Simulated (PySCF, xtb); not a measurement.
C4H3BrClF, SMILES C=C(F)/C(Br)=C/Cl.

The structure is a stationary point at B3LYP-D3(BJ)/def2-SVP. The structure was generated by enumeration; whether it is a known compound was not checked. The values are those of a single conformer.

Calculation: IEF-PCM-PBE0/def2-SVP run with PySCF.

The values are the electrostatic part of the solvation free energy, E(continuum) − E(gas) at the gas-phase geometry, in a cavity of scaled van der Waals radii (PySCF's table); cavitation and dispersion terms are not included. In vacuum the orbital gap is 5.51 eV. The dipole moment in vacuum is 0.72 D.

Computed values in water (ε = 78.36), acetone (ε = 20.49), cyclohexanone (ε = 15.62):
| solvent | ε | ΔG(elec) (kcal/mol) | dipole (D) | gap (eV) |
|---|---|---|---|---|
| water | 78.36 | -2.3 | 1.03 | 5.55 |
| acetone | 20.49 | -2.2 | 1.01 | 5.54 |
| cyclohexanone | 15.62 | -2.1 | 1.00 | 5.54 |

For comparison, GFN2-xTB/ALPB(water) (xtb, at the GFN2-xTB geometry, all terms of that model) gives -2.1 kcal/mol.
